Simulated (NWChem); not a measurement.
Molecule: CH3ClO2Si; SMILES Cl[SiH]1OCO1

```xyz
8

Cl    -0.2844     1.8581     0.0000
Si     0.5999     0.0167     0.0000
O     -0.0294    -1.0829    -1.1022
C     -0.4912    -1.8575     0.0000
O     -0.0294    -1.0829     1.1022
H      2.0603     0.2301     0.0000
H     -0.0317    -2.8613     0.0000
H     -1.5925    -1.9389     0.0000
```
Atoms are numbered in this order, from 1.

Results from NWChem. All runs use the structure optimised with PBE0/def2-SVP. Level: M06-2X/def2-SVP with SMD (1 M gas to 1 M solution), gas-phase geometry. Reactions with the solvent are ignored.

**Question.** Estimate the computed values for solvent methanol. Quantities: solvation free energy (kcal/mol); cavity-dispersion-structure term (kcal/mol); dipole in solution (D).

**Answer.** 
| Quantity | Result |
|---|---|
| solvation free energy (kcal/mol) | -5.3 |
| cavity-dispersion-structure term (kcal/mol) | 0.9 |
| dipole in solution (D) | 1.24 |
